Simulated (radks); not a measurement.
The numbers below are computed, except where a source is named.
Cu I, 29 electrons, occupied as [Ar] 3d10 4s1. Level of theory: non-relativistic Kohn-Sham, LDA (Slater exchange, Perdew-Wang correlation), spin-polarised, spherical densities, point nucleus; open shells are filled with parallel spins first; hard spherical wall at 1.5 bohr (a radial shooting solver on a logarithmic mesh with Libxc functionals). Some entries of the table are withheld. Estimate them.

orbital  occ.  eigenvalue (hartree)  <r^2> (bohr^2)
1s up       1             -316.6786        0.003762
1s down     1             -316.6496        0.003762
2s up       1             -34.22357         0.06794
2s down     1             -34.20059         0.06793
2p up       3             -29.52227         0.05354
2p down     3             -29.49947         0.05353
3s up       1              -1.20536          0.5663
3s down     1              -1.17508          0.5657
3p up       3               0.30429          0.5794
3p down     3               0.33544          0.5787
3d up       5               3.00553          0.5771
3d down     5               3.03787          0.5759
4s up       1                   (1)          0.9244
4s down     0                   (2)          0.9242
4p up       0               8.74385          0.8924
4p down     0               8.80119          0.8922
4d up       0               9.75589          0.8113
4d down     0               9.80827          0.8110
5s up       0              22.63444          0.8764
5s down     0              22.67795          0.8767

Answer. 
(1) 4s up eigenvalue (hartree): 7.94622
(2) 4s down eigenvalue (hartree): 8.00481
